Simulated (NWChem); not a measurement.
# GeH₃OF; SMILES [GeH2]([OH])[F]

```xyz
6

Ge    -0.3395    -0.0004    -0.0023
O      0.7245    -1.4309    -0.0646
F      0.6776     1.4371    -0.0189
H     -1.1463    -0.0380    -1.3147
H     -1.1384     0.0827     1.3247
H      1.2547    -1.5177     0.7495
```
Atoms are numbered in this order, from 1.

Computed with NWChem. Medium grid unless said otherwise, to which SCAN and Minnesota functionals are sensitive. Coordinates come from a PBE-D3(BJ)/def2-SVP optimisation.

For level LDA (Slater exchange, VWN5)/def2-TZVP:

| Property | Value |
|---|---|
| highest occupied level (eV) | -7.76 |
| orbital gap (eV) | 6.71 |

Question: What are these values for level SCAN/def2-TZVP?

Answer: 
| Quantity | Value |
|---|---|
| highest occupied level (eV) | -8.01 |
| orbital gap (eV) | 7.61 |
